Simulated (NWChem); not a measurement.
Molecule: PbH2, singlet; SMILES [PbH2]

Program: NWChem. Low-valent species are run as closed-shell singlets; no triplet was tried in these runs. The geometry was optimised at PBE0/def2-SVP. No frequency run checked for a minimum. def2 effective core potentials on Pb; no spin-orbit coupling. Ions are spin-unrestricted doublets at the neutral geometry; other ion states weren't tried.

Estimate the computed values for PBE/def2-SVP. Quantities: vertical ionisation energy, ΔSCF (eV); −ε(HOMO) (eV).


- vertical ionisation energy, ΔSCF (eV) = 8.93
- −ε(HOMO) (eV) = 5.69
